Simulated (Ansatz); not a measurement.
Cartesian coordinates in Å:
```
C 1.011 0.391 0.324
C -0.133 0.086 1.287
O -1.041 -0.796 0.637
Si -0.989 -0.572 -1.002
N 0.374 0.478 -0.984
H 1.493 1.334 0.599
H 1.768 -0.404 0.374
H -0.656 1.011 1.556
H 0.224 -0.392 2.202
H -0.823 -1.886 -1.683
H -2.210 0.073 -1.550
H 0.981 0.677 -1.760
```

The species carries charge 0 and has multiplicity 1.

(1) List the PBE/def2-TZVPP orbital energies in eV (Ansatz 0.2.0). (An estimate is asked.)

Answers

(1) Computed: Occupied: -1779.88, -510.07, -380.08, -270.27, -269.82, -137.53, -94.33, -94.25, -94.23, -25.39, -21.82, -17.91, -14.95, -13.44, -12.40, -11.94, -10.16, -9.95, -9.60, -9.00, -8.43, -7.53, -6.38, -5.52. Lowest empty: -0.42, 0.21, 1.02, 1.21, 1.51, 1.70, 2.08, 2.48.
